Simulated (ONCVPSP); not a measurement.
# Ranking ONCV potentials for tantalum

All share these settings but for the change named:

```
Element                 : tantalum (Ta)
Generator               : ONCVPSP 4.0.1
Type                    : optimised norm-conserving Vanderbilt (ONCV)
Functional              : PBE
Relativity              : scalar-relativistic
Frozen core             : [Kr] 4d10 4f14
Valence charge          : 13
Reference configuration : 5s2 5p6 5d4 6s1
Partial waves           : 5s+6s: rc 2.05 bohr, ncon 4, nbas 8, qcut 7.1 1/bohr, 2 projectors; 5p: rc 2.10 bohr, ncon 3, nbas 6, qcut 7.9 1/bohr, 1 projector; 5d: rc 2.30 bohr, ncon 3, nbas 8, qcut 6.8 1/bohr, 3 projectors, debl 1.1 Ha
Local potential         : polynomial inside 1.75 bohr (lpopt 5, dvloc0 6 Ha)
Core correction         : Teter function, fcfact 4.5, rcfact 1.75
```

Test errors are all-electron minus pseudo excitation energies from the reference, over 5s2 5p6 5d3 6s2; 5s2 5p6 5d3 6s1; 5s2 5p6 5d3 6s0; 5s2 5p6 5d2 6s2 6p1. None of these files shows a bound ghost.

The base gives 106.7 meV.

Of 10 variants that were run, those that failed, showed a ghost or another fault, or gave nearly equal values are left out.

A variant can come out equal or close to the base, since the largest error may sit in a test that the change hardly touches while other tests move.

(1) Rank these variants by their largest absolute test error, smallest first.
A. local potential polynomial inside 1.75 bohr (lpopt 5, dvloc0 9.5 Ha)
B. local potential polynomial inside 1.75 bohr (lpopt 5, dvloc0 6.5 Ha)
C. local potential polynomial inside 1.75 bohr (lpopt 5, dvloc0 4.5 Ha)
D. local potential polynomial inside 1.75 bohr (lpopt 5, dvloc0 3 Ha)

Results:

(1) D (43.0 meV), C (78.6 meV), B (114.8 meV), A (157.0 meV).
